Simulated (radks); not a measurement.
The numbers below are computed, except where a source is named.
Br XXII, configuration [He] 2s2 2p4 3s2 3p2 4f2 (not the ground configuration). Code: a radial shooting solver on a logarithmic mesh with Libxc functionals. Model: scalar-relativistic Kohn-Sham, HCTH/407, spin-polarised, spherical densities, finite nucleus; open shells are filled with parallel spins first; Fermi nuclear charge, rms radius 4.1629 fm.

Local quantities along the radius. ELF = 1/(1 + alpha^2) is the electron localisation function; alpha = (tau - tau_W)/tau_unif compares the Pauli kinetic energy density with that of the uniform gas (summed over spins). tau is taken from the large components.

r (bohr)    ELF    alpha
0.002048  1.000  0.01351
0.002309  1.000  0.01365
0.002603  1.000  0.01387
0.002911  1.000  0.01413
0.003283  1.000  0.01451
0.003701  1.000  0.01498
0.00414   1.000  0.01553
0.004668  1.000  0.01625
0.005263  1.000  0.01714
0.005934  1.000  0.01823
0.006637  1.000  0.01948
0.007483  1.000  0.02113
0.008437  0.999  0.02318
0.009437  0.999  0.02557
0.01064   0.999  0.02881
0.012     0.999  0.03297
0.01353   0.999  0.03843
0.01513   0.998  0.04513
0.01706   0.997  0.05478
0.01923   0.995  0.06814
0.02151   0.993  0.08558
0.02426   0.988   0.1124
0.02735   0.977   0.1522
0.03083   0.957   0.2125
0.03449   0.918   0.2981
0.03889   0.839   0.4378
0.04384   0.704   0.6490
0.04904   0.539   0.9241
0.05529   0.379    1.280
0.06234   0.281    1.598
0.07029   0.254    1.714
0.07862   0.289    1.569
0.08864   0.393    1.243
0.09995   0.546   0.9120
0.1118    0.682   0.6825
0.126     0.780   0.5304
0.1421    0.826   0.4583
0.1602    0.826   0.4596
0.1792    0.767   0.5508
0.2021    0.590   0.8340
0.2278    0.312    1.483
0.2548    0.148    2.395
0.2873    0.113    2.806
0.324     0.190    2.067
0.3653    0.393    1.244
0.4086    0.558   0.8895
0.4606    0.586   0.8399
0.5194    0.489    1.023
0.5809    0.340    1.393
0.655     0.199    2.007
0.7385    0.114    2.781
0.8327    0.071    3.624
0.9314    0.046    4.529
1.05      0.028    5.933
1.184     0.014    8.438
1.324     0.006    12.97
1.493     0.002    23.34
1.684     0.000    49.07
1.898     0.000    123.9
2.123     0.000    354.9
2.394     0.000     1372

On this mesh the ELF has minima near r = 0.070, 0.29 bohr, which separate the shells, and maxima near 0.14 (0.83), 0.46 (0.59).

Self-consistent cycle (total energy in hartree, residual of the potential): 1: -2181.095558, 2e+01; 2: -2183.968389, 2e+01; 3: -2186.264533, 1e-01; 4: -2186.265699, 3e-02; 5: -2186.265435, 1e-03; 6: -2186.265435, 1e-04; 7: -2186.265434, 9e-05; 8: -2186.265434, 1e-04; 9: -2186.265434, 1e-04; 10: -2186.265434, 6e-05; 11: -2186.265434, 1e-05; 12: -2186.265434, 2e-05; 13: -2186.265434, 2e-05; 14: -2186.265434, 8e-06; 15: -2186.265434, 6e-07; 16: -2186.265434, 7e-07; 17: -2186.265434, 7e-07; 18: -2186.265434, 7e-07; 19: -2186.265434, 3e-07; 20: -2186.265434, 3e-07; 21: -2186.265434, 1e-07; 22: -2186.265434, 1e-08; 23: -2186.265434, 8e-09; 24: -2186.265434, 4e-09.
